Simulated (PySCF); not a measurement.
Cl6W (SMILES [Cl][W]([Cl])([Cl])([Cl])([Cl])[Cl]), singlet, at a GFN2-xTB geometry (such geometries of metal compounds can be far from the true shape) (core potentials on W); DF-PW6B95/def2-SV(P) (PySCF).

PySCF was given this input:
```python
from pyscf import gto, scf, dft

mol = gto.Mole()
mol.atom = '''
    W     0.00000000    0.00000000   -0.00000000
    Cl    2.02226489    0.85548730   -0.65573385
    Cl    0.66207550    0.11426121    2.19089048
    Cl   -0.66207550   -0.11426121   -2.19089048
    Cl   -2.02226489   -0.85548730    0.65573385
    Cl   -0.85058887    2.12284868    0.14633082
    Cl    0.85058887   -2.12284868   -0.14633082
'''
mol.basis = 'def2-sv(p)'
mol.ecp = {'W': 'def2-sv(p)'}
mol.verbose = 4
mol.build()

mf = dft.RKS(mol)
mf.xc = 'pw6b95'
mf = mf.density_fit(auxbasis='def2-universal-jkfit')
mf.kernel()
```

Output, abridged:

```
PySCF version 2.14.0

[INPUT] verbose = 4
[INPUT] num. atoms = 7
[INPUT] num. electrons = 116
[INPUT] charge = 0
[INPUT] spin (= nelec alpha-beta = 2S) = 0
[INPUT] symmetry False subgroup None
[INPUT] Mole.unit = angstrom
[INPUT] Symbol           X                Y                Z      unit          X                Y                Z       unit  Magmom
[INPUT]  1 W      0.000000000000   0.000000000000   0.000000000000 AA    0.000000000000   0.000000000000   0.000000000000 Bohr   0.0
[INPUT]  2 Cl     2.022264890000   0.855487300000  -0.655733850000 AA    3.821526793424   1.616636700044  -1.239157387107 Bohr   0.0
[INPUT]  3 Cl     0.662075500000   0.114261210000   2.190890480000 AA    1.251141368784   0.215922393561   4.140182976117 Bohr   0.0
[INPUT]  4 Cl    -0.662075500000  -0.114261210000  -2.190890480000 AA   -1.251141368784  -0.215922393561  -4.140182976117 Bohr   0.0
[INPUT]  5 Cl    -2.022264890000  -0.855487300000   0.655733850000 AA   -3.821526793424  -1.616636700044   1.239157387107 Bohr   0.0
[INPUT]  6 Cl    -0.850588870000   2.122848680000   0.146330820000 AA   -1.607380008903   4.011602609094   0.276525173383 Bohr   0.0
[INPUT]  7 Cl     0.850588870000  -2.122848680000  -0.146330820000 AA    1.607380008903  -4.011602609094  -0.276525173383 Bohr   0.0

nuclear repulsion = 996.134901328497
number of shells = 59
number of NR pGTOs = 266
number of NR cGTOs = 133
basis = def2-sv(p)
ecp = {'W': 'def2-sv(p)'}

******** <class 'pyscf.df.df_jk.DFRKS'> ********
method = DFRKS
initial guess = minao
damping factor = 0
level_shift factor = 0
DIIS = <class 'pyscf.scf.diis.CDIIS'>
diis_start_cycle = 1
diis_space = 8
diis_damp = 0
SCF conv_tol = 1e-09
SCF conv_tol_grad = None
SCF max_cycles = 50
direct_scf = False
XC library pyscf.dft.libxc version 7.1.2
    S. Lehtola, C. Steigemann, M. J. T. Oliveira, and M. A. L. Marques,  SoftwareX 7, 1–5 (2018)
XC functionals = pw6b95
    Y. Zhao and D. G. Truhlar,  J. Phys. Chem. A 109, 5656 (2005)
radial grids:
    Treutler-Ahlrichs [JCP 102, 346 (1995); DOI:10.1063/1.469408] (M4) radial grids

becke partition: Becke, JCP 88, 2547 (1988); DOI:10.1063/1.454033
pruning grids: <function nwchem_prune>
grids dens level: 3
symmetrized grids: False
atomic radii adjust function: <function treutler_atomic_radii_adjust>
small_rho_cutoff = 0
Set gradient conv threshold to 3.16228e-05
Initial guess from minao.
tot grids = 137592
******** <class 'pyscf.df.df.DF'> ********
auxbasis = def2-universal-jkfit
init E= -2817.49902397702
  HOMO = -0.532843960381155  LUMO = -0.359131377438825  gap/eV = 4.72696
cycle= 1 E= -2829.43952716468  delta_E= -11.9  |g|= 1.16  |ddm|= 7.86
  HOMO = -0.335838737878101  LUMO = -0.329402055454102  gap/eV = 0.17515
cycle= 2 E= -2823.59570926361  delta_E= 5.84  |g|= 4.18  |ddm|= 5.86
  HOMO = -0.313477430964492  LUMO = -0.171490763291106  gap/eV = 3.86365
cycle= 3 E= -2829.70977163189  delta_E= -6.11  |g|= 0.435  |ddm|= 5.47
  HOMO = -0.358813088113514  LUMO = -0.22959307233669  gap/eV = 3.51626
cycle= 4 E= -2829.75232611485  delta_E= -0.0426  |g|= 0.183  |ddm|= 0.583
  HOMO = -0.344761336163112  LUMO = -0.202163765979132  gap/eV = 3.88028
cycle= 5 E= -2829.76022248231  delta_E= -0.0079  |g|= 0.0344  |ddm|= 0.179
  HOMO = -0.344896247254722  LUMO = -0.200497729949561  gap/eV = 3.92928
cycle= 6 E= -2829.76048305894  delta_E= -0.000261  |g|= 0.0124  |ddm|= 0.0232
  HOMO = -0.344962834929222  LUMO = -0.200174680717195  gap/eV = 3.93989
cycle= 7 E= -2829.76051291385  delta_E= -2.99e-05  |g|= 0.00586  |ddm|= 0.00657
  HOMO = -0.344893354891998  LUMO = -0.19989417510241  gap/eV = 3.94563
cycle= 8 E= -2829.76052067147  delta_E= -7.76e-06  |g|= 0.00179  |ddm|= 0.0048
  HOMO = -0.344920447414914  LUMO = -0.199761197902258  gap/eV = 3.94998
cycle= 9 E= -2829.76052157428  delta_E= -9.03e-07  |g|= 7.92e-05  |ddm|= 0.00207
  HOMO = -0.344918829627858  LUMO = -0.199757272437539  gap/eV = 3.95005
cycle= 10 E= -2829.76052157603  delta_E= -1.75e-09  |g|= 1.41e-06  |ddm|= 8.44e-05
  HOMO = -0.344918981008383  LUMO = -0.199757527844009  gap/eV = 3.95004
cycle= 11 E= -2829.76052157604  delta_E= -1.18e-11  |g|= 6.52e-07  |ddm|= 2.84e-06
  HOMO = -0.344919015658053  LUMO = -0.199757424620688  gap/eV = 3.95005
Extra cycle  E= -2829.76052157604  delta_E= -2.73e-12  |g|= 1.55e-06  |ddm|= 2.5e-06
converged SCF energy = -2829.76052157604
```
